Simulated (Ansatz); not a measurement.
Gas-phase electronic energies from Ansatz, PBE0-D4/def2-TZVP geometries. CBS: MP2 limit from def2 TZ/QZ plus the TZ coupled-cluster correction, frozen cores. This one scheme is used for every species. DFT in def2-TZVPP. Each species was taken in one conformer, which may not be the lowest.

Reaction (hydrogenolysis of a C–C bond): `FCC[SiH2]Cl` + H₂ → `C[SiH2]Cl` + `CF`

`FCC[SiH2]Cl`:

Z-matrix (Å, degrees):
```
C
C 1 1.510
F 1 1.386 2 109.9
H 1 1.094 2 111.3 3 119.1
H 1 1.094 2 111.7 3 -119.0
Si 2 1.873 1 114.7 3 -56.3
H 2 1.096 1 110.2 3 65.9
H 2 1.095 1 108.9 3 -177.3
Cl 6 2.062 2 108.7 1 -55.8
H 6 1.483 2 109.6 1 -173.2
H 6 1.479 2 113.0 1 63.8
```

H₂:

Z-matrix (Å, degrees):
```
H
H 1 0.746
```

`C[SiH2]Cl`:

Z-matrix (Å, degrees):
```
C
Si 1 1.857
H 1 1.092 2 110.8
H 1 1.094 2 110.0 3 119.8
H 1 1.092 2 110.8 3 -120.4
Cl 2 2.062 1 109.6 3 60.1
H 2 1.483 1 111.6 3 178.7
H 2 1.483 1 111.5 3 -58.5
```

`CF`:

Z-matrix (Å, degrees):
```
C
F 1 1.376
H 1 1.092 2 109.1
H 1 1.092 2 109.1 3 -120.0
H 1 1.092 2 109.1 3 120.0
```

```csv
level,ΔE (kJ/mol)
r2SCAN-D4,-54.3
CCSD/CBS(def2),-59.7
```

Problem. What does CCSD(T)/CBS give? (An estimate is asked.)

Solution. Computed: -55.1 kJ/mol. The listed levels differ from it by 0.8, -4.6 kJ/mol.

Largest T1 diagnostic among the species: 0.010.

The D4 term adds +10.8 kJ/mol with B3LYP and +6.0 kJ/mol with PBE0; it sums over pairs of atoms, weighted by their polarisabilities, and B3LYP, whose exchange is more repulsive, gets the larger term. From PBE to PBE0 (25 % exact exchange), in def2-TZVPP and without D4, ΔE moves by −3.0 kJ/mol.

B3LYP here is the variant with VWN-RPA as its local correlation; programs differ in this.
